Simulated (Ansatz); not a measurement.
MP2, SCS-MP2 and SOS-MP2 from spin components

System: H8O2Si3 (SMILES [SiH3]O[SiH2]O[SiH3]), singlet, at a GFN2-xTB geometry. Level: MP2/STO-3G in Ansatz (a first-principles code). Sums are taken with unrounded values, so a last digit can differ.

Ansatz was given this input:
Ansatz 0.2 input:
```yaml
crystal:
  periodic: [false, false, false]
  atoms:
    - {symbol: Si, position_ang: [0.06565165, -1.17417559, 0.84924763]}
    - {symbol: O, position_ang: [1.34282065, -0.28757081, 0.40784256]}
    - {symbol: Si, position_ang: [2.00875924, 0.93139295, -0.42584135]}
    - {symbol: O, position_ang: [-1.29593142, -0.57369214, 0.21847403]}
    - {symbol: Si, position_ang: [-2.09078672, 0.54449362, -0.64290855]}
    - {symbol: H, position_ang: [-0.04172910, -1.05996020, 2.29502372]}
    - {symbol: H, position_ang: [0.24140107, -2.49973660, 0.27744332]}
    - {symbol: H, position_ang: [1.95495266, 0.60191321, -1.85061796]}
    - {symbol: H, position_ang: [1.26856424, 2.16331433, -0.14982578]}
    - {symbol: H, position_ang: [3.37591847, 0.97328513, 0.08621948]}
    - {symbol: H, position_ang: [-2.06669093, 1.80557210, 0.09897755]}
    - {symbol: H, position_ang: [-1.44267566, 0.69689394, -1.94607363]}
    - {symbol: H, position_ang: [-3.43559296, -0.01513194, -0.74864760]}
basis:
  gaussian:
    orbitals: STO-3G
magnetization: {spin_polarized: false}
correlation: {method: mp2}
```

It gave an SCF energy of -1009.228568 Eh, a same-spin correlation energy of -0.023942 Eh and an opposite-spin one of -0.155543 Eh.

Problem. Work out the MP2, SCS-MP2 (6/5 and 1/3) and SOS-MP2 (1.3 and 0) correlation and total energies.

Solution. MP2: -0.155543 + (-0.023942) = -0.179485 Eh, total -1009.408053 Eh, as the program printed. SCS-MP2: 1.2 × (-0.155543) + (-0.023942)/3 = -0.194632 Eh, total -1009.423200 Eh. SOS-MP2: 1.3 × (-0.155543) = -0.202206 Eh, total -1009.430774 Eh. Opposite spins carry 87 % of the MP2 correlation; same-spin pairs are already kept apart by exchange.
